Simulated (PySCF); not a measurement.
C6H6N4.
Structure used (PBE0-D3(BJ)/def2-SVP), in Å, numbered top down from 1:
```
atom  x, y, z in Å
N1    -3.7446    0.5227   -0.1722
C2    -2.7802   -0.1976    0.5157
C3    -1.5954   -0.5731    0.0875
C4    -0.4053   -0.9645   -0.3217
C5     0.8318   -0.2127   -0.0784
N6     1.9657   -0.7493   -0.5499
C7     3.0651   -0.0474   -0.3118
N8     3.1247    1.1106    0.3380
C9     1.9413    1.5531    0.7614
N10    0.7774    0.9497    0.5875
H11   -4.3191    1.1150    0.4155
H12   -3.4056    1.0182   -0.9890
H13   -3.0834   -0.5355    1.5154
H14   -0.2613   -1.8968   -0.8817
H15    4.0107   -0.4606   -0.6858
H16    1.9328    2.5072    1.3041
```

Computed with PBE0-D3(BJ)/def2-SVP geometry optimisation, gas phase (PySCF).

Masses are those of the commonest isotopes; rigid-rotor values at the optimised geometry. The values belong to one conformer with, in the numbering `[NH2:1][CH:2]=[C:3]=[CH:4][c:5]1[n:6][cH:7][n:8][cH:9][n:10]1`, C3–C4–C5–N6 179°.

Problem. Give the principal moments of inertia and the rotational constants in GHz.

Solution. Ia = 120.19, Ib = 754.37, Ic = 849.48 u·Å²; 505379 MHz·u·Å²/I gives 4205, 669.9 and 594.9 MHz, that is A = 4.2048, B = 0.6699, C = 0.5949 GHz.

Problem. Classify the top.

Solution. A near-prolate asymmetric top; Ray's κ = -0.958.

Problem. What does the inertial defect say?

Solution. Not planar: Δ = Ic − Ia − Ib = -25.08 u·Å². For a rigid frame Δ = −2 Σ m c², so Σ m c² = 12.54 u·Å² lies off the ab plane: 4.54 from hydrogen and 8.00 from heavier atoms. The atom farthest from that plane is 1.47 Å away.

Problem. Where do the levels up to J = 4 lie, in MHz?

Solution. Above 0(0,0):
J = 1: 1(0,1) 1265, 1(1,1) 4800, 1(1,0) 4875
J = 2: 2(0,2) 3793, 2(1,2) 7254, 2(1,1) 7479, 2(2,1) 18084, 2(2,0) 18085
J = 3: 3(0,3) 7583, 3(1,3) 10936, 3(1,2) 11386, 3(2,2) 21879, 3(2,1) 21884, 3(3,1) 39741, 3(3,0) 39741
J = 4: 4(0,4) 12631, 4(1,4) 15843, 4(1,3) 16593, 4(2,3) 26937, 4(2,2) 26955, 4(3,2) 44803, 4(3,1) 44803, 4(4,1) 69807, 4(4,0) 69807
Those of J = 1 are B + C, A + C and A + B.

Problem. Which lines would a microwave search look for?

Solution. The dipole components are |μa| = 2.34 D, |μb| = 1.48 D, |μc| = 0.31 D. The squared components, which scale the intensities, stand as 1.00 : 0.40 : 0.02 (a : b : c). Some lines, for components of 0.1 D or more:

| type | branch | J(Ka,Kc) | MHz | lower level (cm⁻¹) |
| --- | --- | --- | --- | --- |
| a | R | 1(0,1) ← 0(0,0) | 1265 | 0.000 |
| a | R | 2(1,2) ← 1(1,1) | 2455 | 0.160 |
| a | R | 2(0,2) ← 1(0,1) | 2529 | 0.042 |
| a | R | 2(1,1) ← 1(1,0) | 2605 | 0.163 |
| c | Q | 2(1,2) ← 2(0,2) | 3461 | 0.127 |
| c | Q | 1(1,1) ← 1(0,1) | 3535 | 0.042 |
| b | Q | 1(1,0) ← 1(0,1) | 3610 | 0.042 |
| b | Q | 2(1,1) ← 2(0,2) | 3686 | 0.127 |
| b | R | 1(1,1) ← 0(0,0) | 4800 | 0.000 |
| c | R | 1(1,0) ← 0(0,0) | 4875 | 0.000 |
| c | R | 2(1,1) ← 1(0,1) | 6215 | 0.042 |
| c | Q | 2(2,1) ← 2(1,1) | 10604 | 0.249 |
| b | Q | 2(2,0) ← 2(1,1) | 10606 | 0.249 |
| b | Q | 2(2,1) ← 2(1,2) | 10830 | 0.242 |
| c | R | 2(2,0) ← 1(1,0) | 13210 | 0.163 |
| c | R | 2(2,1) ← 1(1,1) | 13284 | 0.160 |
| b | R | 2(2,0) ← 1(1,1) | 13285 | 0.160 |

Problem. Estimate the classical rotational partition function at 10 K, 298.15 K and 500 K.

Solution. Point group C1, symmetry number σ = 1; q = (√π/σ)·√((kT/h)³/(ABC)), k/h = 20836.6 MHz/K: 4120 at 10 K, 670000 at 298.15 K, 1460000 at 500 K.

Stationary, but not proved a minimum. Zero-point vibration and centrifugal distortion are left out. A rigid rotor knows nothing of inversion at nitrogen, which can split or shift real lines. Quadrupole hyperfine structure (14N) is left out.
